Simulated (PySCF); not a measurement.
Si(CCH)(H)2(Me) (C₃H₆Si), SMILES C#C[SiH2]C.

Geometry: r2SCAN-D4/def2-SVP.

All values below come from PBE0/def2-TZVP in PySCF.

Isolated molecule, no solvent.

```json
{
 "total_energy": "-407.14365 hartree",
 "point_group": "Cs",
 "highest_occupied_level": "-8.09 eV",
 "lowest_empty_level": "-0.11 eV",
 "orbital_gap": "7.98 eV",
 "dipole_moment": "0.78 D",
 "quadrupole, principal values (traceless, Buckingham form, about the centre of nuclear charge)": "-3.84, -3.74, 7.58 D·Å",
 "mean_static_polarisability": "59.9 bohr³ (8.87 Å³)",
 "polarisability_principal_values": "47.2, 52.8, 79.6 bohr³"
}
```
